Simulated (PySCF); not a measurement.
A structure optimised at PBE-D3(BJ)/def2-SVP, used in a PySCF frequency run:

```xyz
12

Si     1.2320     0.5693     0.0000
Cl     3.1840    -0.1912     0.0000
C     -0.0381    -0.7970     0.0000
Al    -1.8792    -0.1626     0.0000
O     -2.6285     0.0864     1.5242
O     -2.6285     0.0864    -1.5242
H      1.0910     1.4292    -1.2244
H      1.0910     1.4292     1.2244
H      0.1133    -1.4273     0.9023
H      0.1133    -1.4273    -0.9023
H     -3.5353     0.3940     1.6698
H     -3.5353     0.3940    -1.6698
```
Charge 0, spin multiplicity 1.

Write its SMILES, formula and point group.

[OH][Al]([OH])[CH2][SiH2]Cl, CH₆AlClO₂Si, Cs

What are its rotational constants (standard atomic weights)?

4.5071, 0.65368, 0.60872 GHz
